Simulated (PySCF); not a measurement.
**Manganese: a sound run and one with changed settings**

Sound run: Mn⁺ [Ar] 3d5 4s1, Mn²⁺ [Ar] 3d5. Computed with PySCF 2.14 in Sapporo-DKH3-DZP-2012 (6s5p3d1f, 43 functions), with scalar relativity by spin-free X2C-1e. In the sound run the correlated levels freeze [Ar]. The sound run starts from symmetry-adapted Hartree-Fock orbitals and uses a fine grid where one is needed.

Changed run: all electrons correlated in a basis built for the valence shell.

```json
{"species": "Mn⁺", "method": "MP2", "sound run (hartree)": "-1157.20302", "changed run (hartree)": "-1157.49500", "converged": "yes"}
{"species": "Mn²⁺", "method": "MP2", "sound run (hartree)": "-1156.64229", "changed run (hartree)": "-1156.92165", "converged": "yes"}
```

Ionisation energy of Mn⁺:

```tsv
method	sound run (eV)	changed run (eV)
UHF	14.848	14.848
MP2	15.258	15.602
SCS-MP2	14.985	15.343
```

A valence basis has no tight correlating functions, so it recovers only part of the core correlation, and not evenly between atom and ion.

For comparison, NIST gives 15.640 eV between the lowest levels.
